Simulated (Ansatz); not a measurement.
Ansatz (a first-principles code) input file for C2H5ClFNSi, SMILES N(/C)=C\[Si@@H](Cl)F, PBE0-D3(BJ)/def2-SVP. 

Ansatz 0.2 input:
```yaml
crystal:
  periodic: [false, false, false]
  atoms:
    - {symbol: C, position_ang: [-3.31901618, -0.48550964, 0.10569097]}
    - {symbol: N, position_ang: [-2.00684872, -0.36070213, -0.43748704]}
    - {symbol: C, position_ang: [-0.99519217, -0.40010650, 0.30995438]}
    - {symbol: Si, position_ang: [0.74928635, -0.23738193, -0.38650282]}
    - {symbol: F, position_ang: [1.61630512, -1.35877605, 0.38832686]}
    - {symbol: Cl, position_ang: [1.53669567, 1.52976468, 0.13055258]}
    - {symbol: H, position_ang: [-3.33713615, -0.60690139, 1.19790275]}
    - {symbol: H, position_ang: [-3.79898353, -1.34302537, -0.36785985]}
    - {symbol: H, position_ang: [-3.88567803, 0.40288482, -0.17605903]}
    - {symbol: H, position_ang: [-1.10623590, -0.53105113, 1.40273710]}
    - {symbol: H, position_ang: [0.90064331, -0.53696309, -1.79148015]}
basis:
  gaussian:
    orbitals: def2-SVP
hamiltonian:
  xc: pbe0
  dispersion: d3bj
relax: {f_tol: 0.002, max_steps: 200}
```

It prints:

```
Functional definition: PBE0
integrals: 0.07 GiB planned
1246 factors; integrals over basis functions are off by at most 5.7e-4 eV
mean field: 0.58 GiB planned
mean field evaluation 1: about -26734.0665 eV, gradient 4.8e1 eV
mean field evaluation 2: about -26730.3709 eV, gradient 6.5e1 eV
mean field evaluation 4: about -26739.2031 eV, gradient 3.2e0 eV
mean field evaluation 8: about -26739.2517 eV, gradient 7.4e-2 eV
mean field evaluation 16: about -26739.2518 eV, gradient 1.3e-5 eV
mean field -26739.25176072 eV, -982.6493776905 hartree, gradient 1.3e-5 eV, S^2 0.000000; 0 other end points of the search recorded, 0 dependent functions left out
the calculation of the forces begins
reference -26739.25178767 eV, -982.6493786812 hartree; 32, 32 occupied and 85, 85 virtual orbitals, 1246 factors
relax step   1: F+E_penalty+E_count = -26739.47413473 eV  Δ(F+E_penalty+E_count) = +0.000e0 eV  max|allowed force component| = 1.047e0 eV/Å  Δτ_max = 0.0000 Å  (28 SCF iters, accepted)
these checks for a lower state are left out or cut short: starts, cluster_reference, orbital_swaps, neighbouring_geometries, increment
integrals: 0.07 GiB planned
1246 factors; integrals over basis functions are off by at most 6.8e-4 eV
mean field: 0.58 GiB planned
mean field -26739.33501471 eV, -982.6524372182 hartree, gradient 9.8e-6 eV, S^2 0.000000; 0 other end points of the search recorded, 0 dependent functions left out
the calculation of the forces begins
reference -26739.33504172 eV, -982.6524382110 hartree; 32, 32 occupied and 85, 85 virtual orbitals, 1246 factors
[...]
integrals: 0.07 GiB planned
1246 factors; integrals over basis functions are off by at most 7.6e-4 eV
mean field: 0.57 GiB planned
mean field -26739.35225641 eV, -982.6530708392 hartree, gradient 1.3e-5 eV, S^2 0.000000; 0 other end points of the search recorded, 0 dependent functions left out
the calculation of the forces begins
reference -26739.35228362 eV, -982.6530718391 hartree; 32, 32 occupied and 85, 85 virtual orbitals, 1246 factors
relax step  15: F+E_penalty+E_count = -26739.57471302 eV  Δ(F+E_penalty+E_count) = -3.258e-4 eV  max|allowed force component| = 5.246e-2 eV/Å  Δτ_max = 0.0078 Å  (24 SCF iters, accepted)
these checks for a lower state are left out or cut short: starts, cluster_reference, orbital_swaps, neighbouring_geometries, increment
integrals: 0.07 GiB planned
1246 factors; integrals over basis functions are off by at most 7.6e-4 eV
mean field: 0.57 GiB planned
mean field -26739.35236908 eV, -982.6530749796 hartree, gradient 9.0e-6 eV, S^2 0.000000; 0 other end points of the search recorded, 0 dependent functions left out
the calculation of the forces begins
reference -26739.35239631 eV, -982.6530759804 hartree; 32, 32 occupied and 85, 85 virtual orbitals, 1246 factors
relax step  16: F+E_penalty+E_count = -26739.57483053 eV  Δ(F+E_penalty+E_count) = -1.175e-4 eV  max|allowed force component| = 3.110e-2 eV/Å  Δτ_max = 0.0131 Å  (27 SCF iters, accepted)
these checks for a lower state are left out or cut short: starts, cluster_reference, orbital_swaps, neighbouring_geometries, increment
integrals: 0.07 GiB planned
1246 factors; integrals over basis functions are off by at most 7.6e-4 eV
mean field: 0.57 GiB planned
mean field -26739.35248011 eV, -982.6530790598 hartree, gradient 1.3e-5 eV, S^2 0.000000; 0 other end points of the search recorded, 0 dependent functions left out
the calculation of the forces begins
reference -26739.35250734 eV, -982.6530800608 hartree; 32, 32 occupied and 85, 85 virtual orbitals, 1246 factors
relax step  17: F+E_penalty+E_count = -26739.57497878 eV  Δ(F+E_penalty+E_count) = -1.483e-4 eV  max|allowed force component| = 1.443e-2 eV/Å  Δτ_max = 0.0054 Å  (26 SCF iters, accepted)
these checks for a lower state are left out or cut short: starts, cluster_reference, orbital_swaps, neighbouring_geometries, increment
integrals: 0.07 GiB planned
1246 factors; integrals over basis functions are off by at most 7.6e-4 eV
mean field: 0.57 GiB planned
mean field evaluation 128: about -26739.3526 eV, gradient 2.7e-5 eV
mean field -26739.35263248 eV, -982.6530846596 hartree, gradient 2.7e-5 eV, S^2 0.000000; 0 other end points of the search recorded, 0 dependent functions left out
the calculation of the forces begins
reference -26739.35265975 eV, -982.6530856616 hartree; 32, 32 occupied and 85, 85 virtual orbitals, 1246 factors
relax step  18: F+E_penalty+E_count = -26739.57509148 eV  Δ(F+E_penalty+E_count) = -1.127e-4 eV  max|allowed force component| = 1.322e-2 eV/Å  Δτ_max = 0.0202 Å  (33 SCF iters, accepted)
these checks for a lower state are left out or cut short: starts, cluster_reference, orbital_swaps, neighbouring_geometries, increment
integrals: 0.07 GiB planned
1246 factors; integrals over basis functions are off by at most 7.6e-4 eV
mean field: 0.57 GiB planned
mean field -26739.35272279 eV, -982.6530879782 hartree, gradient 2.7e-5 eV, S^2 0.000000; 0 other end points of the search recorded, 0 dependent functions left out
the calculation of the forces begins
reference -26739.35275010 eV, -982.6530889817 hartree; 32, 32 occupied and 85, 85 virtual orbitals, 1246 factors
relax step  19: F+E_penalty+E_count = -26739.57514825 eV  Δ(F+E_penalty+E_count) = -5.678e-5 eV  max|allowed force component| = 9.846e-3 eV/Å  Δτ_max = 0.0287 Å  (32 SCF iters, accepted)
these checks for a lower state are left out or cut short: starts, cluster_reference, orbital_swaps, neighbouring_geometries, increment
integrals: 0.07 GiB planned
1246 factors; integrals over basis functions are off by at most 7.6e-4 eV
mean field: 0.57 GiB planned
mean field -26739.35281139 eV, -982.6530912344 hartree, gradient 2.7e-5 eV, S^2 0.000000; 0 other end points of the search recorded, 0 dependent functions left out
the calculation of the forces begins
reference -26739.35283873 eV, -982.6530922388 hartree; 32, 32 occupied and 85, 85 virtual orbitals, 1246 factors
relax step  20: F+E_penalty+E_count = -26739.57517548 eV  Δ(F+E_penalty+E_count) = -2.723e-5 eV  max|allowed force component| = 1.191e-2 eV/Å  Δτ_max = 0.0187 Å  (32 SCF iters, accepted)
these checks for a lower state are left out or cut short: starts, cluster_reference, orbital_swaps, neighbouring_geometries, increment
integrals: 0.07 GiB planned
1246 factors; integrals over basis functions are off by at most 7.6e-4 eV
mean field: 0.57 GiB planned
mean field -26739.35285360 eV, -982.6530927854 hartree, gradient 1.8e-5 eV, S^2 0.000000; 0 other end points of the search recorded, 0 dependent functions left out
the calculation of the forces begins
reference -26739.35288094 eV, -982.6530937902 hartree; 32, 32 occupied and 85, 85 virtual orbitals, 1246 factors
relax step  21: F+E_penalty+E_count = -26739.57518809 eV  Δ(F+E_penalty+E_count) = -1.261e-5 eV  max|allowed force component| = 1.137e-2 eV/Å  Δτ_max = 0.0131 Å  (26 SCF iters, accepted)
these checks for a lower state are left out or cut short: starts, cluster_reference, orbital_swaps, neighbouring_geometries, increment
integrals: 0.07 GiB planned
1246 factors; integrals over basis functions are off by at most 7.6e-4 eV
mean field: 0.57 GiB planned
mean field -26739.35285257 eV, -982.6530927476 hartree, gradient 2.0e-5 eV, S^2 0.000000; 0 other end points of the search recorded, 0 dependent functions left out
the calculation of the forces begins
reference -26739.35287992 eV, -982.6530937527 hartree; 32, 32 occupied and 85, 85 virtual orbitals, 1246 factors
relax step  22: F+E_penalty+E_count = -26739.57520530 eV  Δ(F+E_penalty+E_count) = -1.721e-5 eV  max|allowed force component| = 4.920e-3 eV/Å  Δτ_max = 0.0066 Å  (25 SCF iters, accepted)
these checks for a lower state are left out or cut short: starts, cluster_reference, orbital_swaps, neighbouring_geometries, increment
integrals: 0.07 GiB planned
1246 factors; integrals over basis functions are off by at most 7.6e-4 eV
mean field: 0.57 GiB planned
mean field -26739.35285251 eV, -982.6530927454 hartree, gradient 2.4e-5 eV, S^2 0.000000; 0 other end points of the search recorded, 0 dependent functions left out
the calculation of the forces begins
reference -26739.35287986 eV, -982.6530937505 hartree; 32, 32 occupied and 85, 85 virtual orbitals, 1246 factors
relax step  23: F+E_penalty+E_count = -26739.57521208 eV  Δ(F+E_penalty+E_count) = -6.781e-6 eV  max|allowed force component| = 2.452e-3 eV/Å  Δτ_max = 0.0013 Å  (21 SCF iters, accepted)
these checks for a lower state are left out or cut short: starts, cluster_reference, orbital_swaps, neighbouring_geometries, increment
integrals: 0.07 GiB planned
1246 factors; integrals over basis functions are off by at most 7.6e-4 eV
mean field: 0.57 GiB planned
mean field evaluation 160: about -26739.3528 eV, gradient 8.4e-2 eV
mean field -26739.35285378 eV, -982.6530927921 hartree, gradient 4.1e-5 eV, S^2 0.000000; 0 other end points of the search recorded, 0 dependent functions left out
the calculation of the forces begins
reference -26739.35288113 eV, -982.6530937972 hartree; 32, 32 occupied and 85, 85 virtual orbitals, 1246 factors
relax step  24: F+E_penalty+E_count = -26739.57521440 eV  Δ(F+E_penalty+E_count) = -2.324e-6 eV  max|allowed force component| = 2.898e-3 eV/Å  Δτ_max = 0.0014 Å  (22 SCF iters, accepted)
these checks for a lower state are left out or cut short: starts, cluster_reference, orbital_swaps, neighbouring_geometries, increment
integrals: 0.07 GiB planned
1246 factors; integrals over basis functions are off by at most 7.6e-4 eV
mean field: 0.57 GiB planned
mean field -26739.35285401 eV, -982.6530928006 hartree, gradient 4.6e-5 eV, S^2 0.000000; 0 other end points of the search recorded, 0 dependent functions left out
the calculation of the forces begins
reference -26739.35288136 eV, -982.6530938057 hartree; 32, 32 occupied and 85, 85 virtual orbitals, 1246 factors
relax step  25: F+E_penalty+E_count = -26739.57521537 eV  Δ(F+E_penalty+E_count) = -9.645e-7 eV  max|allowed force component| = 2.569e-3 eV/Å  Δτ_max = 0.0016 Å  (21 SCF iters, accepted)
these checks for a lower state are left out or cut short: starts, cluster_reference, orbital_swaps, neighbouring_geometries, increment
integrals: 0.07 GiB planned
1246 factors; integrals over basis functions are off by at most 7.6e-4 eV
mean field: 0.57 GiB planned
mean field -26739.35285508 eV, -982.6530928400 hartree, gradient 9.8e-6 eV, S^2 0.000000; 0 other end points of the search recorded, 0 dependent functions left out
the calculation of the forces begins
reference -26739.35288243 eV, -982.6530938450 hartree; 32, 32 occupied and 85, 85 virtual orbitals, 1246 factors
relax step  26: F+E_penalty+E_count = -26739.57521552 eV  Δ(F+E_penalty+E_count) = -1.475e-7 eV  max|allowed force component| = 1.344e-3 eV/Å  Δτ_max = 0.0002 Å  (20 SCF iters, accepted)
integrals: 0.07 GiB planned
1246 factors; integrals over basis functions are off by at most 7.6e-4 eV
mean field: 0.57 GiB planned
mean field -26739.35285508 eV, -982.6530928400 hartree, gradient 9.8e-6 eV, S^2 0.000000; 1 other end points of the search recorded, 0 dependent functions left out
the calculation of the forces begins
reference -26739.35288243 eV, -982.6530938450 hartree; 32, 32 occupied and 85, 85 virtual orbitals, 1246 factors
Total energy: -26739.57524287 eV, -982.6612654403 hartree
Atom 0 at    -3.289054    -0.533981     0.075561 Å, force     0.000072    -0.000207    -0.000106 eV/Å
Atom 1 at    -1.945744    -0.483288    -0.424817 Å, force    -0.000969    -0.000186    -0.000668 eV/Å
Atom 2 at    -0.981164    -0.343779     0.389798 Å, force     0.001344     0.000464     0.000933 eV/Å
Atom 3 at     0.730941    -0.270220    -0.354065 Å, force    -0.000604    -0.000025    -0.000321 eV/Å
Atom 4 at     1.607086    -1.524836     0.179008 Å, force     0.000448    -0.000435     0.000191 eV/Å
Atom 5 at     1.665673     1.436316     0.315017 Å, force     0.000078     0.000261     0.000149 eV/Å
Atom 6 at    -3.363565    -0.443618     1.177052 Å, force    -0.000044     0.000044    -0.000119 eV/Å
Atom 7 at    -3.754376    -1.480557    -0.243601 Å, force    -0.000104     0.000126    -0.000015 eV/Å
Atom 8 at    -3.877305     0.270126    -0.395416 Å, force    -0.000143     0.000008     0.000061 eV/Å
Atom 9 at    -1.144509    -0.255805     1.487800 Å, force    -0.000052    -0.000053    -0.000032 eV/Å
Atom 10 at     0.705857    -0.298125    -1.830560 Å, force    -0.000026     0.000003    -0.000072 eV/Å
Dipole moment:    -0.522855     0.006692     0.105344 e Å
```

Self-consistency was reached.
